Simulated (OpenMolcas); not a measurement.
# Sn³⁺: CASPT2 settings compared

```yaml
Program: OpenMolcas 26.06
Basis: ANO-R1 [6s5p3d1f]
Scalar_Hamiltonian: X2C, finite nucleus
Active_space: 1 electron in 8 orbitals (5s 5p 6s 6p)
State_averaging: 2S+1 = 2 even, 1 root; 2S+1 = 2 odd, 3 roots
Spin-orbit_coupling: state interaction with AMFI integrals over the reference wave functions, term energies averaged over their components
```

Methods on the same reference wave functions:
A. CASSCF
B. SS-CASPT2, IPEA 0.3 Eh, no level shift (closed shells correlated: 4d)
C. XMS-CASPT2, IPEA 0.6 Eh, sigma1 regulariser 0.5 Eh (closed shells correlated: 4d)

Energies in cm⁻¹ above 5s ²S_1/2, the measured ground level; measured values from Moore, Atomic Energy Levels, vol. III, NSRDS-NBS 35 (1971 reprint of NBS Circular 467, 1958).

| Level | A | B | C | Measured |
| --- | --- | --- | --- | --- |
| 5s ²S_1/2 | 0.0 | 0.0 | 0.0 | 0.0 |
| 5p ²P°_1/2 | 65778 | 67002 | 66545 | 69564 |
| 5p ²P°_3/2 | 72091 | 73314 | 72858 | 76072 |

Deviations, from unrounded energies. A percentage is the sum of absolute deviations over the sum of measured energies, with the sign that they share, or ± where signs differ.

| Against measurement | Levels | A | B | C |
| --- | --- | --- | --- | --- |
| mean absolute deviation (cm-1) | 2 | 3900 | 2700 | 3100 |
| other configurations (%) | 2 | -5.3 | -3.7 | -4.3 |

B lies closest to measurement on these levels and A furthest from it. The largest miss of B in the table is 5p ²P°_3/2, by -2800 cm-1. The ranking rests on the paired levels alone, and a cruder setting can come out closer through cancelling errors.

Between B and C the level of the table that moves most is 5p ²P°_1/2, by 460 cm-1 (lowest in C, highest in B).

The lowest spin-free term lies below A's lowest term by 0.298 hartree in B, 0.297 hartree in C.

With one active electron outside closed inactive shells, the extra shells (6p 6s) add no correlation to the reference. The basis is small and was not contracted for so high a charge. With one active electron the reference holds no correlation, so core polarisation is missing (holds for A). With one active electron, CASPT2 adds the correlation within the correlated inactive shells and between them and that electron, and leaves the splitting within a term as the reference gives it (holds for B; C). Measured partners are found by configuration, term and J. A level has none where our copy of the source lacks it or the pairing is in doubt (some pairs that miss far off the trend of their configuration count as doubtful), and it then counts in no deviation. Only configurations of the active space appear.

° marks odd parity.
